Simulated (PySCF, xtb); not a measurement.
B(Me)3 cation (C3H9B), SMILES CB(C)C (connectivity only; charge and spin as stated), charge +1, multiplicity 2.

Harmonic wavenumbers (cm⁻¹) from GFN2-xTB in xtb at its own minimum, in rising order: 42, 90, 110, 234, 311, 325, 670, 691, 696, 726, 790, 813, 832, 847, 1205, 1217, 1273, 1284, 1292, 1318, 1357, 1389, 1401, 1416, 2957, 2961, 2962, 2967, 2983, 2985, 2991, 3063, 3068.

Task: What does PySCF with PBE0-D3(BJ)/def2-SVP give at its own minimum? (The exact figures need the calculation; the answer reports its results.)

Result: 85, 141, 153, 257, 336, 350, 532, 572, 602, 631, 721, 812, 841, 867, 1105, 1178, 1242, 1267, 1302, 1364, 1369, 1393, 1410, 1425, 2989, 2994, 3033, 3118, 3122, 3126, 3161, 3233, 3240. Paired by order, the mean absolute difference is 64 cm⁻¹ and the zero-point energies are 67.6 and 68.6 kcal/mol.
